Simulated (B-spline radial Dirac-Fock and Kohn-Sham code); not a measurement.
The computed values come from a radial atomic solver: configuration-average Dirac-Fock orbitals.

Q: This computed X-ray form factor belongs to an atom or ion in its tabulated ground configuration. Which?

```
sin θ/λ (Å⁻¹)     f₀
          0.1  6.996
         0.16  6.990
         0.32  6.960
          0.4  6.937
         0.51  6.898
         0.63  6.845
         3.82  3.544
         5.99  2.017
          7.5  1.557
```

A: Ce⁵¹⁺, with 7 electrons in [He] 2s2 2p3. f₀ tends to the number of electrons as s goes to zero, which the first rows give only roughly, and the rate of fall reflects the nuclear charge, 58.
